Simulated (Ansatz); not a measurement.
`C=C[SiH2]C(=O)S`, charge 0, multiplicity 1.

**Question.** Give a relaxed structure at PBE0-D4/def2-TZVP (the Gaussian-basis code of Ansatz). (Estimate.)

**Answer.** Computed: 
Cartesian coordinates in Å:
```
C -1.910 1.391 -0.322
C -0.707 1.237 0.225
Si -0.083 -0.400 0.822
C 1.543 -0.798 -0.135
O 2.467 -0.029 -0.139
S 1.568 -2.362 -1.000
H -2.597 0.557 -0.441
H -2.263 2.355 -0.675
H -0.057 2.105 0.316
H -1.090 -1.463 0.572
H 0.310 -0.374 2.253
H 2.820 -2.220 -1.476
```
This is one stationary point; other conformers may exist.
